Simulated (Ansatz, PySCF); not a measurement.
Gas-phase reaction (SMILES): [AlH2][Br] + O (H2O) -> [OH][AlH2] + Br (HBr); water cleaves one Al-Br bond, a model of a ligand-exchange step.

Each molecule is optimised on its own at B3LYP-D3(BJ)/def2-TZVP (Ansatz, a first-principles code), one conformer each, not searched for the lowest. Correlated levels leave the core frozen unless marked. Spin-orbit coupling is left out. The frozen core is the preceding noble-gas configuration, with the filled d and f shells of earlier blocks. No relativistic terms. CBS marks a two-point X^-3 extrapolation of the correlation energy; Hartree-Fock from the larger set. Thermal terms are rigid-rotor harmonic-oscillator values from B3LYP-D3(BJ) frequencies (Ansatz or PySCF) at 298.15 K and 1 atm. 1 Eh = 627.5095 kcal/mol.

| species | E, CCSD(T)/CBS(def2-TZVPPD,def2-QZVPPD) (Ansatz) (Eh) | E, PBE0-D4/def2-TZVPD (Ansatz + dftd4) (Eh) | H - E (Eh) | G - E (Eh) |
|---|---|---|---|---|
| [AlH2][Br] | -2815.94392 | -2817.42788 | 0.01873 | -0.01136 |
| O (H2O) | -76.37558 | -76.38102 | 0.02495 | 0.00353 |
| [OH][AlH2] | -319.02491 | -319.33669 | 0.03129 | 0.00261 |
| Br (HBr) | -2573.28305 | -2574.45927 | 0.00927 | -0.01328 |

Problem. Work out ΔE and ΔH, ΔG, ΔS and the equilibrium constant at 298.15 K at the first level, then ΔH at the second.

Solution. 
1. ΔE = [(-319.02491) + (-2573.28305)] - [(-2815.94392) + (-76.37558)] = 0.01154 Eh = 7.2 kcal/mol at CCSD(T)/CBS(def2-TZVPPD,def2-QZVPPD).
2. The terms H - E add up to -0.00312 Eh, so ΔH = (0.01154 + (-0.00312))×627.5095 = 5.3 kcal/mol.
3. The terms G - E add up to -0.00284 Eh, so ΔG = 5.5 kcal/mol, and ΔS = (-0.00312 - (-0.00284))×627509.5/298.15 = -0.6 cal/(mol K).
4. log10 K = -ΔG/(RT ln 10) = -4.0, with RT ln 10 = 1.3642 kcal/mol.
5. At PBE0-D4/def2-TZVPD the same steps give ΔE = 8.1 and ΔH = 6.2 kcal/mol, a shift of +0.9 from the first level.
6. These values are not checked against measurement here, since the tables used lack a sound gas-phase enthalpy of formation for at least one species.
